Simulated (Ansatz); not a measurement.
Isomers of CH7ClSiSn, relaxed with PBE0-D4/def2-TZVP in Ansatz; electronic energies, one conformer each and not always the lowest. Functionals use def2-TZVPP; CBS adds triple-zeta CCSD(T) − MP2 to the MP2 limit of def2-TZVPP and def2-QZVPP.

Elements past krypton have def2 core potentials. Outer-core shells of Sn are correlated without core-valence functions. Spin–orbit coupling is left out.

Question: Order them by energy at frozen-core CCSD(T)/CBS, lowest first. (Best estimate.)
A. `C[SiH](Cl)[SnH3]`
B. `[SiH3][SnH2][CH2]Cl`
C. `[CH3][SnH2][SiH2]Cl`
D. `[SiH3][CH2][SnH2][Cl]`
E. `[CH3][SnH]([SiH3])[Cl]`
F. `ClC[SiH2][SnH3]`

Answer: A (0.0 kcal/mol), E (1.0 kcal/mol), C (4.5 kcal/mol), D (7.9 kcal/mol), F (41.2 kcal/mol), B (43.8 kcal/mol).

Question: How do PBE-D4, PBE0-D4, ωB97M-V, MP2/CBS(def2) place them (kcal/mol, against `C[SiH](Cl)[SnH3]`)? (Best estimate.)

Answer: Ansatz gave: 
```tsv
isomer	PBE-D4	PBE0-D4	ωB97M-V	MP2/CBS(def2)
`ClC[SiH2][SnH3]`	40.0	41.1	41.4	42.9
`[SiH3][CH2][SnH2][Cl]`	12.0	11.6	9.7	7.5
`[CH3][SnH2][SiH2]Cl`	6.0	6.3	6.3	4.2
`[CH3][SnH]([SiH3])[Cl]`	3.1	3.5	3.7	0.8
`[SiH3][SnH2][CH2]Cl`	43.8	45.3	45.6	45.1
```
